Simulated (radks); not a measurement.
Results of a calculation; reference values are marked as such.
Pr+, configuration [Kr] 4d10 4f3 5s2 5p5.75 6s1.25 (fractional occupations, a model configuration).

Level of theory: Dirac Kohn-Sham, PBE, spin-unpolarised, spherical densities, finite nucleus; open shells fill j = l - 1/2 first; Fermi nuclear charge, rms radius 4.8919 fm (a radial shooting solver on a logarithmic mesh with Libxc functionals).

Energy parts (eV):
total: -251481.68
kinetic: 270469.11
electron-nucleus: -613242.13
Hartree: 97182.13
exchange-correlation: -5890.79

Orbitals (lengths in bohr, moments of r in powers of bohr; <r^-3> diverges for s and p1/2; r(max) is where P^2 peaks):
| orbital | occ. | eigenvalue (eV) | <r> | r(max) | <1/r> | <r^-3> | small-component weight |
|---|---|---|---|---|---|---|---|
| 1s1/2 | 2 | -41781.35 | 0.02409 | 0.01541 | 64.69 | - | 4.78e-02 |
| 2s1/2 | 2 | -6724.448 | 0.1026 | 0.08741 | 15.28 | - | 1.04e-02 |
| 2p1/2 | 2 | -6355.944 | 0.08605 | 0.06651 | 15.26 | - | 1.04e-02 |
| 2p3/2 | 4 | -5873.706 | 0.09236 | 0.07186 | 13.77 | 7510 | 9.80e-03 |
| 3s1/2 | 2 | -1455.920 | 0.2720 | 0.2493 | 5.526 | - | 3.21e-03 |
| 3p1/2 | 2 | -1299.139 | 0.2617 | 0.2361 | 5.440 | - | 3.15e-03 |
| 3p3/2 | 4 | -1203.594 | 0.2740 | 0.2476 | 5.067 | 1530 | 2.97e-03 |
| 3d3/2 | 4 | -929.9754 | 0.2452 | 0.1986 | 4.935 | 252.0 | 2.85e-03 |
| 3d5/2 | 6 | -909.3820 | 0.2491 | 0.2019 | 4.840 | 228.3 | 2.80e-03 |
| 4s1/2 | 2 | -294.7869 | 0.6226 | 0.5794 | 2.290 | - | 9.91e-04 |
| 4p1/2 | 2 | -236.1182 | 0.6404 | 0.5879 | 2.185 | - | 9.23e-04 |
| 4p3/2 | 4 | -215.5727 | 0.6683 | 0.6126 | 2.061 | 329.8 | 8.63e-04 |
| 4d3/2 | 4 | -119.2552 | 0.7219 | 0.6314 | 1.840 | 45.05 | 7.13e-04 |
| 4d5/2 | 6 | -115.6525 | 0.7319 | 0.6395 | 1.809 | 40.39 | 6.97e-04 |
| 5s1/2 | 2 | -45.8120 | 1.505 | 1.353 | 0.8819 | - | 2.11e-04 |
| 5p1/2 | 2 | -30.1772 | 1.696 | 1.484 | 0.7748 | - | 1.66e-04 |
| 5p3/2 | 3.75 | -27.3572 | 1.782 | 1.555 | 0.7317 | 44.80 | 1.51e-04 |
| 6s1/2 | 1.25 | -8.4380 | 4.016 | 3.570 | 0.3140 | - | 3.15e-05 |
| 4f5/2 | 3 | -8.1875 | 1.148 | 0.6900 | 1.199 | 4.386 | 3.40e-04 |
| 5d3/2 | 0 | -8.0557 | 2.795 | 2.148 | 0.4647 | 2.719 | 6.24e-05 |
| 5d5/2 | 0 | -7.8438 | 2.850 | 2.188 | 0.4552 | 2.396 | 6.00e-05 |
| 4f7/2 | 0 | -7.8418 | 1.167 | 0.6952 | 1.185 | 4.239 | 3.33e-04 |
| 6p1/2 | 0 | -5.6488 | 4.897 | 4.321 | 0.2554 | - | 2.12e-05 |
| 6p3/2 | 0 | -5.3573 | 5.093 | 4.505 | 0.2451 | 4.715 | 1.99e-05 |

The highest occupied level is 4f5/2 at -8.187 eV. The density falls to 0.001 e/bohr^3 at r = 4.79 bohr. Summed over all electrons, <r^2> = 64.64 bohr^2, which gives a Langevin (diamagnetic) susceptibility term of -51.2 x 10^-6 cm^3/mol. The electron density at the nucleus is 4.169e+05 e/bohr^3.
